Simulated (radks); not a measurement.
Valence configurations of the molybdenum ion Mo+ (all share [Kr]). Method: Dirac Kohn-Sham, BLYP, spin-unpolarised, spherical densities, finite nucleus; open shells are shared between the two j in proportion to 2j + 1; Fermi nuclear charge, rms radius 4.4091 fm; computed with a radial shooting solver on a logarithmic mesh with Libxc functionals. Energies are relative to 4d5; eigenvalues in eV.

valence,E (eV),e(4d3/2),e(4d5/2),e(5p1/2),e(5p3/2),e(5s1/2)
4d5,0.000,-10.497,-10.283,-,-,-
4d4 5s1,1.002,-12.774,-12.537,-,-,-10.997
4d4.5 5p0.5,2.407,-12.152,-11.924,-6.834,-6.638,-
4d3 5s2,3.350,-15.351,-15.089,-,-,-12.099
4d4 5p1,5.330,-13.874,-13.632,-7.479,-7.261,-
4d3 5s1.5 5p0.5,5.683,-15.901,-15.638,-7.916,-7.670,-12.455
4d3 5s1 5p1,8.052,-16.437,-16.172,-8.194,-7.941,-12.798
4d3.5 5p1.5,8.814,-15.650,-15.394,-8.106,-7.864,-
4d3 5p2,12.892,-17.469,-17.199,-8.719,-8.452,-

NIST lists [Kr] 4d5 as the ground configuration; this level of theory agrees among the configurations tried. The energies are those of spherical spin-averaged densities, not of single terms.
